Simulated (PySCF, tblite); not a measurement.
Isomers of C3H8O2SSi2, one GFN2-xTB conformer each. Single-point energies are computed at PBE0/pcSseg-1 (PySCF, gas phase, no added dispersion term), electronic only.

```csv
SMILES,GFN2-xTB relative energy (kcal/mol)
COC1=CO[SiH2][SiH2]S1,16.9
CS[C@@H]1[SiH2]O[SiH2]C1=O,0.0
```

Conformers: `[CH3:1][O:2][C:3]1=[CH:4][O:5][SiH2:6][SiH2:7][S:8]1` with C1–O2–C3–C4 -146°, C3–C4–O5–Si6 46°, C4–O5–Si6–Si7 -27°, O5–Si6–Si7–S8 -19°, Si6–Si7–S8–C3 45°; `[CH3:1][S:2][C@@H:3]1[SiH2:4][O:5][SiH2:6][C:7]1=[O:8]` with C1–S2–C3–Si4 -173°, S2–C3–Si4–O5 -84°, C3–Si4–O5–Si6 -4°, Si4–O5–Si6–C7 -8°, O5–Si6–C7–O8 -161°.

Problem. What does PBE0/pcSseg-1 give for the same structures?

Solution. 
```csv
SMILES,PBE0/pcSseg-1 E (Eh),PBE0/pcSseg-1 (kcal/mol),GFN2-xTB (kcal/mol),point group
CS[C@@H]1[SiH2]O[SiH2]C1=O,-1246.05954,0.0,0.0,C1
COC1=CO[SiH2][SiH2]S1,-1246.00494,34.3,16.9,C1
```

Both levels put the same isomer lowest. As drawn, the lower has a C=O bond and an Si–C bond, which the higher lacks; the higher has an Si–Si bond and a C=C bond outside aromatic rings, which the lower lacks.

Problem. Which frontier levels, dipoles and rotational constants go with these structures?

Solution. 
| SMILES | HOMO (eV, PBE0/pcSseg-1) | LUMO (eV) | dipole (D) | A, B, C (MHz) |
| --- | --- | --- | --- | --- |
| CS[C@@H]1[SiH2]O[SiH2]C1=O | -6.59 | -1.29 | 1.51 | 1814, 1074, 844.2 |
| COC1=CO[SiH2][SiH2]S1 | -5.96 | -1.10 | 1.34 | 2144, 908.3, 686.4 |

Problem. What happens when harmonic zero-point energies from GFN2-xTB frequencies are added?

Solution. 
```
                    SMILES  ZPE (kcal/mol)  electronic (kcal/mol)  with ZPE (kcal/mol)
CS[C@@H]1[SiH2]O[SiH2]C1=O            63.8                    0.0                  0.0
     COC1=CO[SiH2][SiH2]S1            63.6                   34.3                 34.1
```

The zero-point energies span 0.2 kcal/mol. The order is unchanged.
